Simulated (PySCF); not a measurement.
## Computed vibrations of [GdH4]−

[GdH4]− (singlet in the valence; each metal's 4f electrons, 7 of them, lie in its core potential, out of spins and levels). PySCF 2.14.0, RKS PBE0, Gd lcecp-1-SVP with ECP53, H def2-SVP; non-relativistic Hamiltonian with scalar-relativistic core potentials where named; density fitting; no spin-orbit coupling. Central differences of gradients.

```xyz
5

Gd    0.0000    0.0000    0.0000
H     1.2202    1.2202    1.2202
H    -1.2202   -1.2202    1.2202
H     1.2202   -1.2202   -1.2202
H    -1.2202    1.2202   -1.2202
```

Run from Python with OMP_NUM_THREADS=2. Where DIIS fails, smearing, a level shift and second-order steps follow.
It took 4.1 s on 2 threads of Intel(R) Xeon(R) Platinum 8488C (Sapphire Rapids), with other jobs on the host.

Question: What are the harmonic wavenumbers and infrared intensities?

Answer: Modes are labelled in Td; negative numbers are unstable modes, those under 60 cm⁻¹ near the noise; a finer grid moves soft modes by up to 10 cm⁻¹.
| cm⁻¹ | km/mol | symmetry |
| --- | --- | --- |
| 459 | 441.5 | t2 |
| 459 | 441.5 | t2 |
| 459 | 441.5 | t2 |
| 501 | 0.0 | e |
| 501 | 0.0 | e |
| 1226 | 1159.9 | t2 |
| 1226 | 1159.9 | t2 |
| 1226 | 1159.9 | t2 |
| 1339 | 0.0 | a1 |

Question: Is this a minimum?

Answer: Yes. Ideal gas at 298.15 K and 1 bar: S = 264.1 J/(mol K), Cp = 63.4 J/(mol K), H − H(0 K) = 13.3 kJ/mol (rigid rotor, harmonic modes, spin degeneracy alone, that of the 4f electrons in the core included).

An lcecp potential fixes the number of 4f electrons, so in runs with it no electron can move into or out of that shell.
